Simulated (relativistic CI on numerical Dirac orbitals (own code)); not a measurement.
# Slater and spin-orbit integrals, Pb68+

These numbers are calculated, not measured: Dirac-Coulomb-Breit CI, orbitals from a KLI potential per configuration, model QED (radiative potential, 1s self-energy scaled to tabulated hydrogen-like ionisation energies), unscaled Slater integrals (own radial code, finite nucleus).

Slater integrals F^k, G^k are unscaled and averaged over j, outside the closed core [Ne]; ζ comes from projecting the Hamiltonian with its Breit term on Σ l·s of the shell.

- 3s2.3p2: F^2(3p,3p) = 609180, ζ(3p) = 3.1862e+06 cm⁻¹; <r>(3p) = 0.1591, <r^2>(3p) = 0.0294 (bohr units).
- 3s2.3p.3d: ζ(3p) = 3.1846e+06, F^2(3p,3d) = 616930, G^1(3p,3d) = 636130, G^3(3p,3d) = 430530, ζ(3d) = 422600 cm⁻¹; <r>(3p) = 0.1592, <r^2>(3p) = 0.02943, <r>(3d) = 0.1416, <r^2>(3d) = 0.02311 (bohr units).
- 3s.3p3: F^2(3p,3p) = 609030, G^1(3s,3p) = 778600, ζ(3p) = 3.1861e+06 cm⁻¹; <r>(3s) = 0.161, <r^2>(3s) = 0.02972, <r>(3p) = 0.1591, <r^2>(3p) = 0.02941 (bohr units).

Averages of the first 10 configurations, taken without configuration mixing, which lowers the lowest level and can move excited configurations by several eV; other configurations of the list can lie among them:

```csv
Configuration,Parity,States,Average energy above the lowest level (eV)
3s2.3p2,even,15,788.2
3s2.3p.3d,odd,60,1325.4
3s.3p3,odd,40,1391.8
3s2.3d2,even,45,1873.0
3p4,even,15,2022.2
3s.3p2.3d,even,300,1917.3
3p2.3d2,even,675,3060.5
3s.3p.3d2,odd,540,2453.3
3p3.3d,odd,200,2536.2
3s2.3d.4s,even,20,4779.0
```
